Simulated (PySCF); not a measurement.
Species: C3H2FN3.
Bonds: F1–C2, C2–C3 (aromatic), C3–N4 (aromatic), N4–N5 (aromatic), N5–N6 (aromatic), N6–C7 (aromatic), C2–C7 (aromatic). Hydrogens: H8 on C3; H9 on C7.

Method: PySCF 2.14.0, PBE0-D3(BJ)/def2-SVP geometry optimisation, gas phase.

Give the optimised bond lengths and angles.

```json
{"bond": "F1–C2", "length (bohr)": "2.489"}
{"bond": "C2–C3, C2–C7", "length (bohr)": "2.616"}
{"bond": "C3–N4, N6–C7", "length (bohr)": "2.515"}
{"bond": "N4–N5, N5–N6", "length (bohr)": "2.473"}
{"bond": "C3–H8, C7–H9", "length (bohr)": "2.069"}
```

Bonds in one row agree within 0.02 bohr and their mean is given. A selection of angles:
```json
{"angle": "F1–C2–C3", "degrees": "121.9"}
{"angle": "C3–C2–C7", "degrees": "116.2"}
{"angle": "C2–C3–N4", "degrees": "120.4"}
{"angle": "C2–C3–H8", "degrees": "122.2"}
{"angle": "N4–C3–H8", "degrees": "117.5"}
{"angle": "C3–N4–N5", "degrees": "121.0"}
{"angle": "N4–N5–N6", "degrees": "121.1"}
```

N4 (pyridine-type nitrogen) is bent (angle 121.0°). The 7 heavy atoms lie in one plane (0.001 Å rms). The 6-membered ring C2–C3–N4–N5–N6–C7 has internal angles of 116.2° to 121.1° (sum 720°, against 720° for a flat polygon); it is planar, 0.00 Å rms from its mean plane, widest ring torsion 0°. N5 (pyridine-type nitrogen) is bent (angle 121.1°).

Point group: C2v (every atom within 0.08 Å of its image). Not checked by PBE0-D3(BJ)/def2-SVP frequencies.

On one thread, AMD EPYC 9R14 (x86_64), shared host with 96 logical CPUs at a one-minute load of 38, this took 19 s of wall time and 0.45 GiB of memory at its peak. This is the geometry optimisation.
